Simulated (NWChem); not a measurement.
System meant: C₃H₉Ge, doublet; SMILES [Ge]([CH3])([CH3])[CH3]

The following NWChem deck was run.

```
start job
memory heap 200 mb stack 900 mb global 1100 mb
geometry units angstroms noautoz
  C      0.212105     1.867867    -0.443118
  Ge     0.000000     0.000000     0.219345
  C      1.511568    -1.117622    -0.443118
  C     -1.723673    -0.750245    -0.443118
  H      0.214748     1.873519    -1.540224
  H      1.154216     2.295622    -0.088578
  H     -0.612176     2.495061    -0.091728
  H      1.515141    -1.122736    -1.540224
  H      1.410959    -2.147391    -0.088578
  H      2.466875    -0.717371    -0.091728
  H     -1.729889    -0.750783    -1.540224
  H     -1.854699    -1.777691    -0.091728
  H     -2.565175    -0.148231    -0.088578
end
basis spherical
  * library def2-svp
end
dft
  odft
  mult 2
  xc b3lyp
  iterations 4
  mulliken
end
task dft energy
```

End of the output:

```
     --------------------------
     Expectation value of S2:
     --------------------------
      <S2> =      0.7509 (Exact =     0.7500)

 center of mass
 --------------
 x =   0.00000000 y =   0.00000000 z =   0.11752678

 moments of inertia (a.u.)
 ------------------
         380.627812034585           0.000000000000           0.000000000000
           0.000000000000         380.627812034585           0.000000000000
           0.000000000000           0.000000000000         635.254828248684

     Multipole analysis of the density
     ---------------------------------

     L   x y z        total         alpha         beta         nuclear
     -   - - -        -----         -----         ----         -------
     0   0 0 0      0.000000    -30.000000    -29.000000     59.000000

     1   1 0 0     -0.000000     -0.000000      0.000000      0.000000
     1   0 1 0     -0.000000     -0.000000      0.000000     -0.000000
     1   0 0 1     -0.215905     -0.779843      0.563937      0.000000

     2   2 0 0    -28.960414   -117.444095   -114.862722    203.346403
     2   1 1 0      0.000000      0.000000      0.000000     -0.000000
     2   1 0 1     -0.000000     -0.000000     -0.000000      0.000000
     2   0 2 0    -28.960414   -117.444095   -114.862722    203.346403
     2   0 1 1     -0.000000     -0.000000     -0.000000     -0.000000
     2   0 0 2    -29.525608    -38.697102    -32.270869     41.442364

 ------------------------------------------------------------------------
 dft energy failed                                                                                  0
 ------------------------------------------------------------------------
 ------------------------------------------------------------------------
  current input line :
    28: task dft energy
 ------------------------------------------------------------------------
 ------------------------------------------------------------------------
 This type of error is most commonly associated with calculations not reaching convergence criteria
 ------------------------------------------------------------------------
 For more information see the NWChem manual at https://nwchemgit.github.io

0:dft energy failed:Received an Error in Communication
```

Task: What is wrong, and how is it mended?

Result: The run did not converge; its last values are not results. Cause: the SCF was allowed too few iterations. This input runs:
```
start job
memory heap 200 mb stack 900 mb global 1100 mb
geometry units angstroms noautoz
  C      0.212105     1.867867    -0.443118
  Ge     0.000000     0.000000     0.219345
  C      1.511568    -1.117622    -0.443118
  C     -1.723673    -0.750245    -0.443118
  H      0.214748     1.873519    -1.540224
  H      1.154216     2.295622    -0.088578
  H     -0.612176     2.495061    -0.091728
  H      1.515141    -1.122736    -1.540224
  H      1.410959    -2.147391    -0.088578
  H      2.466875    -0.717371    -0.091728
  H     -1.729889    -0.750783    -1.540224
  H     -1.854699    -1.777691    -0.091728
  H     -2.565175    -0.148231    -0.088578
end
basis spherical
  * library def2-svp
end
dft
  odft
  mult 2
  xc b3lyp
  iterations 150
  mulliken
end
task dft energy
```
It converges to -2196.41296 Ha (B3LYP/def2-SVP, spin-unrestricted).
